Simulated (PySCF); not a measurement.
C3H7 (SMILES [CH2]CC), doublet, at a GFN2-xTB geometry; PySCF with CCSD/STO-3G.

Input for PySCF:
```python
from pyscf import gto, scf, cc

mol = gto.M(
    atom='''
C     0.00859981    0.11875871    0.57248872
C    -0.00143965    1.27626184   -0.33631803
C    -0.00626636   -1.21946615   -0.19912254
H    -0.87341984    0.13932142    1.21910748
H     0.90303160    0.13749860    1.20008292
H    -0.00400951   -2.05308670    0.49917252
H     0.91665154    1.68468422   -0.71181277
H    -0.92204222    1.61701380   -0.76917593
H    -0.89542612   -1.28462620   -0.82122352
H     0.86985171   -1.29413156   -0.83843964
''',
    basis='sto-3g',
    spin=1,
    verbose=5,
)

mf = scf.UHF(mol)
mf.kernel()

mycc = cc.CCSD(mf)
mycc.conv_tol = 1e-9
mycc.kernel()
print('E(CCSD) = %.10f' % mycc.e_tot)
```

What the program printed (banner, timings and long lists left out):

```
PySCF version 2.14.0

[INPUT] verbose = 5
[INPUT] max_memory = 4000
[INPUT] num. atoms = 10
[INPUT] num. electrons = 25
[INPUT] charge = 0
[INPUT] spin (= nelec alpha-beta = 2S) = 1
[INPUT] symmetry False subgroup None
[INPUT] Mole.unit = angstrom
[INPUT] Symbol           X                Y                Z      unit          X                Y                Z       unit  Magmom
[...]
[INPUT] ---------------- BASIS SET ----------------
[INPUT] l, kappa, [nprim/nctr], expnt,             c_1 c_2 ...
[INPUT] H
[...]
                                0.62391373        0.53532814
                                0.1688554         0.44463454
[INPUT] C
[...]
                                13.045096         0.53532814
                                3.5305122         0.44463454
[...]
                                0.6834831         0.39951283
                                0.2222899         0.70011547
[...]
                                0.6834831         0.60768372
                                0.2222899         0.39195739

nuclear repulsion = 76.2781303726539
number of shells = 16
number of NR pGTOs = 66
number of NR cGTOs = 22
basis = sto-3g
ecp = {}

******** <class 'pyscf.scf.uhf.UHF'> ********
method = UHF
initial guess = minao
damping factor = 0
level_shift factor = 0
DIIS = <class 'pyscf.scf.diis.CDIIS'>
diis_start_cycle = 1
diis_space = 8
diis_damp = 0
SCF conv_tol = 1e-09
SCF conv_tol_grad = None
SCF max_cycles = 50
direct_scf = True
direct_scf_tol = 1e-13
number electrons alpha = 13  beta = 12
Set gradient conv threshold to 3.16228e-05
E1 = -305.6675140003766  E2 = 112.93272018626534  Ecoul = 131.2756108885947  Exc = -18.34289070232937
init E= -116.456663441457
cond(S) = 12.338602807092558

  alpha mo_energy =
[-1.10966531e+01 -1.10940560e+01 -1.10661711e+01 -1.44883900e+00
 -1.10422564e+00 -8.57563759e-01 -5.72627839e-01 -4.93544930e-01
 -4.31252683e-01 -3.81052158e-01 -3.41924406e-01 -3.28542671e-01
 -9.53931310e-04  5.22279264e-01  5.30904916e-01  5.64885584e-01
  5.80397000e-01  6.04464344e-01  6.25577741e-01  6.42785045e-01
  7.17812130e-01  7.80573597e-01]
  beta  mo_energy =
[-1.10966531e+01 -1.10940560e+01 -1.10661711e+01 -1.44883900e+00
 -1.10422564e+00 -8.57563759e-01 -5.72627839e-01 -4.93544930e-01
 -4.31252683e-01 -3.81052158e-01 -3.41924406e-01 -3.28542671e-01
 -9.53931310e-04  5.22279264e-01  5.30904916e-01  5.64885584e-01
  5.80397000e-01  6.04464344e-01  6.25577741e-01  6.42785045e-01
  7.17812130e-01  7.80573597e-01]
multiplicity <S^2> = 0.75  2S+1 = 2
E1 = -307.331293298555  E2 = 114.84204256192578  Ecoul = 132.97993267507889  Exc = -18.137890113153105
cycle= 1 E= -116.211120363975  delta_E= 0.246  |g|= 0.158  |ddm|= 2.52
  alpha mo_energy =
[-11.05635926 -11.0399188  -10.9532573   -1.02627949  -0.88711408
  -0.76442605  -0.60643561  -0.56226389  -0.51417088  -0.49644027
  -0.45340295  -0.44372157  -0.27647667   0.62416758   0.64420926
   0.67064211   0.69300178   0.73087846   0.73245516   0.76701414
   0.83460984   0.88908976]
  beta  mo_energy =
[-11.05624735 -11.03701401 -10.93306129  -1.0037674   -0.84825606
  -0.72690596  -0.59863311  -0.54839462  -0.50353122  -0.4587872
  -0.43723806  -0.4350464    0.31568096   0.63067315   0.67259237
   0.69934822   0.73239937   0.73721043   0.74061631   0.77305768
   0.85287005   0.90404473]
multiplicity <S^2> = 0.75281013  2S+1 = 2.0028082
E1 = -307.2456532790784  E2 = 114.73093751355175  Ecoul = 132.8697614266766  Exc = -18.138823913124853
cycle= 2 E= -116.236585392873  delta_E= -0.0255  |g|= 0.0515  |ddm|= 0.277
  alpha mo_energy =
[-11.03385865 -11.03153084 -11.02024791  -1.023984    -0.89152065
  -0.76370012  -0.60869658  -0.56221995  -0.52140843  -0.49577709
  -0.45969973  -0.44325887  -0.31296438   0.62790143   0.6401957
   0.68486403   0.69495224   0.73079472   0.7387966    0.78196771
   0.82111606   0.87792577]
  beta  mo_energy =
[-11.03604638 -11.02906524 -10.99460313  -0.99892298  -0.84636822
[...]
  -0.44704747  -0.44039693   0.32741361   0.63115766   0.6758587
   0.69914354   0.7317853    0.73807122   0.74385427   0.78272551
   0.84452206   0.89631803]
multiplicity <S^2> = 0.76494463  2S+1 = 2.0148892
E1 = -307.23716142132525  E2 = 114.7186811522054  Ecoul = 132.8657610426033  Exc = -18.147079890397904
cycle= 10 E= -116.240349896466  delta_E= -1.55e-09  |g|= 1.32e-05  |ddm|= 8.8e-05
  alpha mo_energy =
[-11.0427823  -11.03486428 -11.00246899  -1.02376261  -0.89168224
  -0.76355519  -0.60861767  -0.56195169  -0.51934437  -0.49606374
  -0.45955691  -0.44328014  -0.31116209   0.62754348   0.64390971
   0.68352087   0.69567608   0.73126804   0.7380561    0.78013141
   0.82246596   0.87854007]
  beta  mo_energy =
[-11.04695896 -11.03216222 -10.97175162  -1.00016295  -0.84400647
  -0.72751068  -0.60107503  -0.5513428   -0.51063791  -0.46765318
  -0.44704961  -0.44039844   0.32741242   0.63115617   0.67585652
   0.69914022   0.73178488   0.73806944   0.74385203   0.7827236
   0.84452013   0.89631672]
multiplicity <S^2> = 0.76494556  2S+1 = 2.0148901
E1 = -307.2371692754022  E2 = 114.71868900594126  Ecoul = 132.86576957469882  Exc = -18.14708056875756
cycle= 11 E= -116.240349896807  delta_E= -3.41e-10  |g|= 4.14e-06  |ddm|= 4.65e-05
  alpha mo_energy =
[-11.04278197 -11.0348617  -11.00246985  -1.02376234  -0.89168205
  -0.76355501  -0.60861757  -0.56195135  -0.51934412  -0.49606322
  -0.45955656  -0.44327974  -0.31116203   0.62754371   0.64390984
   0.68352153   0.69567636   0.73126842   0.7380566    0.78013185
   0.82246612   0.87854012]
  beta  mo_energy =
[-11.04695866 -11.03215929 -10.97175237  -1.00016234  -0.84400597
  -0.72751061  -0.60107477  -0.55134238  -0.51063755  -0.46765233
  -0.44704933  -0.44039815   0.32741199   0.63115637   0.67585694
   0.69914129   0.73178485   0.7380701    0.74385252   0.78272406
   0.84452023   0.8963169 ]
multiplicity <S^2> = 0.76494561  2S+1 = 2.0148902
E1 = -307.2371673485777  E2 = 114.71868707909516  Ecoul = 132.8657674267476  Exc = -18.147080347652434
Extra cycle  E= -116.240349896829  delta_E= -2.16e-11  |g|= 2.56e-06  |ddm|= 6.74e-06
converged SCF energy = -116.240349896829  <S^2> = 0.76494561  2S+1 = 2.0148902

******** <class 'pyscf.cc.uccsd.UCCSD'> ********
CC2 = 0
CCSD nocc = (np.int64(13), np.int64(12)), nmo = (22, 22)
max_cycle = 50
direct = 0
conv_tol = 1e-09
conv_tol_normt = 1e-06
diis_space = 6
diis_start_cycle = 0
diis_start_energy_diff = 1e+09
Init t2, MP2 energy = -0.139179942041773
Init E_corr(UCCSD) = -0.139179942047244
cycle = 1  E_corr(UCCSD) = -0.172672488048546  dE = -0.033492546  norm(t1,t2) = 0.0662699
cycle = 2  E_corr(UCCSD) = -0.183333010949763  dE = -0.0106605229  norm(t1,t2) = 0.0266602
cycle = 3  E_corr(UCCSD) = -0.190344526850921  dE = -0.0070115159  norm(t1,t2) = 0.0127606
cycle = 4  E_corr(UCCSD) = -0.190449087641973  dE = -0.000104560791  norm(t1,t2) = 0.00334606
cycle = 5  E_corr(UCCSD) = -0.190493766363456  dE = -4.46787215e-05  norm(t1,t2) = 0.000829266
cycle = 6  E_corr(UCCSD) = -0.190495402394869  dE = -1.63603141e-06  norm(t1,t2) = 0.000258244
cycle = 7  E_corr(UCCSD) = -0.190492306821455  dE = 3.09557341e-06  norm(t1,t2) = 9.92655e-05
cycle = 8  E_corr(UCCSD) = -0.190492756525549  dE = -4.49704093e-07  norm(t1,t2) = 3.64068e-05
cycle = 9  E_corr(UCCSD) = -0.190493241450827  dE = -4.84925278e-07  norm(t1,t2) = 1.73645e-05
cycle = 10  E_corr(UCCSD) = -0.190493141265189  dE = 1.00185638e-07  norm(t1,t2) = 3.08803e-06
cycle = 11  E_corr(UCCSD) = -0.190493085669229  dE = 5.55959603e-08  norm(t1,t2) = 1.20209e-06
cycle = 12  E_corr(UCCSD) = -0.190493076110194  dE = 9.55903492e-09  norm(t1,t2) = 4.82e-07
cycle = 13  E_corr(UCCSD) = -0.190493081242096  dE = -5.13190235e-09  norm(t1,t2) = 1.95241e-07
Linear dependence found in DIIS error vectors.
cycle = 14  E_corr(UCCSD) = -0.190493081426632  dE = -1.84535748e-10  norm(t1,t2) = 7.65102e-08
UCCSD converged
E(UCCSD) = -116.4308429782553  E_corr = -0.1904930814266319
E(CCSD) = -116.4308429783
```
